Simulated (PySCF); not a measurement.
**Deuteron quadrupole couplings in `C=C1C[C@@H]1OC(F)F`**

Species: C₅H₆F₂O.
Geometry (PBE0-D3(BJ)/def2-SVP, Å), atoms numbered from 1 in this order:
```xyz
14
C5H6F2O angstrom
C      1.8151    0.7139    0.7563
C      1.0568   -0.2388    0.2421
C      0.9157   -1.4266   -0.6038
C     -0.2874   -0.7957    0.0582
O     -1.2113   -0.1682   -0.7838
C     -1.8596    0.8803   -0.2220
F     -1.0807    1.9833   -0.2050
F     -2.9225    1.1444   -0.9808
H      1.3754    1.5208    1.3490
H      2.8959    0.7327    0.5892
H      1.2440   -2.4088   -0.2462
H      0.9964   -1.2808   -1.6870
H     -0.7542   -1.3408    0.8918
H     -2.1827    0.6809    0.8182
```

Level: PBE0/pcSseg-1 (PySCF, non-relativistic); Q(2H) = 0.00286 b; rigid geometry, the same for H and D, with no vibrational averaging.

**Question.** Rank these positions by the coupling χzz of a deuteron there, largest first.
A. H14 (methine hydrogen)
B. H13 (methine hydrogen)
C. H9 (vinylic hydrogen)

**Answer.** C (205 kHz), B (192 kHz), A (170 kHz).

**Question.** What are Vzz, η and χzz (234.96 MHz × Q × Vzz) at all hydrogens?

**Answer.** 
```
atom  bonded to  bond length (Å)  Vzz (au)     η  χzz (kHz)
  H9         C1            1.093    0.3044  0.05        205
 H10         C1            1.094    0.3046  0.04        205
 H11         C3            1.096    0.3016  0.06        203
 H12         C3            1.096    0.2995  0.07        201
 H13         C4            1.100    0.2860  0.14        192
 H14         C6            1.107    0.2537  0.02        170
```

**Question.** How does χzz go with the bond length over the 6 C–H bonds?

**Answer.** A straight-line fit has a slope of -25.1 kHz for each 0.01 Å, with a correlation coefficient of -0.99, over lengths from 1.093 to 1.107 Å. The longer bonds have the smaller couplings here.

**Question.** A static deuteron (I = 1) shows a doublet split by (3/2)χ, (3/4)χ(1 + η) and (3/4)χ(1 − η) with the field along z, y and x of the gradient. What are these for H10?

**Answer.** With |χ| = 204.7 kHz and η = 0.045: 307, 160 and 147 kHz, to first order and without motion.

Geometry: PBE0-D3(BJ)/def2-SVP, one conformer, isolated molecule. A larger basis could move these couplings by a tenth or more.

These values come from a run that also computed NMR shieldings. Time: 21 s. Hardware: an Arm Neoverse V1 with one thread, on a shared host.
